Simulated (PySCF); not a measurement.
# Electron correlation in Cl (chlorine, neutral)

[Ne] 3s1 3p6, 2S determinant (an excited configuration). Calculation: PySCF 2.14, in aug-cc-pVQZ-DK (7s6p4d3f2g, 84 functions); scalar relativity by spin-free X2C-1e. Frozen: [Ne]; 7 electrons correlated.

```tsv
level	correlation energy (mhartree)
CCSD	-335.73
(T)	-45.64
CCSD(T)	-381.37
```

Diagnostics: T1 = 0.023, D1 = 0.0494, largest double amplitude 0.188.

A double-excitation amplitude exceeds 0.15, a sign of near-degeneracy.

Cost of the coupled-cluster step: about 22 core-seconds, for 7 correlated electrons.
